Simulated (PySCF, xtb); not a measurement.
HNbO₃, SMILES [Nb](=[O])([OH])=[O], multiplicity 1.

GFN2-xTB run with xtb 6.7.1 at its own geometry gives an orbital gap of 1.50 eV and a dipole moment of 7.05 D.

Geometry: PBE0-D3(BJ)/def2-SVP. The spin state was assumed, not searched. The def2 effective core potentials stand for the cores of Nb; spin–orbit coupling is left out. Other conformers were not sampled.

Problem. What does r2SCAN/def2-TZVPD run with PySCF give? (An estimate is asked for; the answer gives what the named calculation found.)

Solution. gap 3.01 eV (levels -6.90 and -3.89 eV), dipole 4.73 D.
